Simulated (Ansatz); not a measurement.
A run for Ansatz (a program for electronic structure): R-B3LYP/def2-TZVPPD on H4OSi (SMILES O[SiH3]) with ghost functions, monomers drawn apart or pushed together. Files ending in .json are basis or fitting sets from the Basis Set Exchange.

Ansatz 0.2 input:
```yaml
crystal:
  periodic: [false, false, false]
  atoms:
    - {symbol: O, position_ang: [1.51794953, -0.53378828, 3.65520241]}
    - {symbol: Si, position_ang: [1.07891587, -1.45863696, 4.96906285]}
    - {symbol: H, position_ang: [2.43731129, -0.26674413, 3.57228064]}
    - {symbol: H, position_ang: [1.82265764, -2.73910836, 4.98379497]}
    - {symbol: H, position_ang: [-0.36593412, -1.69691586, 4.79743219]}
    - {symbol: H, position_ang: [1.34300519, -0.73558861, 6.23413610]}
basis:
  gaussian:
    orbitals: def2-TZVPPD.json
    ghost_atoms:
      - {symbol: C, position_ang: [-1.24173655, 1.04102897, 0.17973314]}
      - {symbol: N, position_ang: [-1.98824096, 1.38178261, -0.62158182]}
      - {symbol: H, position_ang: [-0.54110061, 0.72179297, 0.93158787]}
hamiltonian:
  xc: {name: B3LYP}
scf: {lower_state_search: off}
```

The head of its log:

```
Functional definition: B3LYP
[...]
these checks for a lower state are left out or cut short: stability, starts, cluster_reference, orbital_swaps, neighbouring_geometries, increment
integrals: 0.14 GiB planned
1120 factors; their error is unknown
mean field: 1.15 GiB planned
mean field evaluation 1: about -9987.7863 eV, gradient 5.6e1 eV
mean field evaluation 2: about -9972.9513 eV, gradient 1.0e2 eV
```

Problem. Predict the final total energy.

Solution. -367.2277 hartree.
